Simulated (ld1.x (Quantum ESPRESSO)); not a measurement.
**Reading a pseudo-wave (thallium)**

Columns: radius, all-electron u(r) and pseudo u(r) of the 6p shell (level -2.37 eV) of thallium in the configuration [Xe] 4f14 5d10 6s2 6p1; PBE, scalar-relativistic, ultrasoft scheme, ld1.x (Quantum ESPRESSO) 7.5.

```csv
r (bohr),all-electron,pseudo
0.138,-0.0942,0.0041
0.275,0.1152,0.0161
0.413,0.0852,0.0358
0.550,-0.0833,0.0620
0.688,-0.1994,0.0941
0.825,-0.2228,0.1304
0.963,-0.1764,0.1702
1.100,-0.0922,0.2116
1.238,0.0072,0.2539
1.375,0.1057,0.2953
1.513,0.1969,0.3354
1.650,0.2763,0.3729
1.788,0.3440,0.4077
1.925,0.3993,0.4388
2.062,0.4438,0.4662
2.200,0.4787,0.4899
2.338,0.5051,0.5096
2.475,0.5240,0.5252
2.613,0.5366,0.5367
2.750,0.5438,0.5438
2.888,0.5466,0.5466
3.025,0.5456,0.5456
3.162,0.5415,0.5415
3.300,0.5348,0.5348
3.438,0.5261,0.5261
3.575,0.5157,0.5157
```

Task: How many radial nodes do the two functions have?

Result: The all-electron 6p function has n − l − 1 = 4 (the table is too coarse to show those close to the nucleus); the pseudo-wave has 0, since the states of the same l below it are removed with the core.

Task: At about which radius was the pseudo-wave matched?

Result: 2.75 bohr, where the columns begin to agree (steps of 0.14 bohr).

Task: Is the pseudo-wave norm-conserving?

Result: No, it belongs to an ultrasoft set: the norm inside the radius is not constrained, and the difference is carried by the augmentation charge.
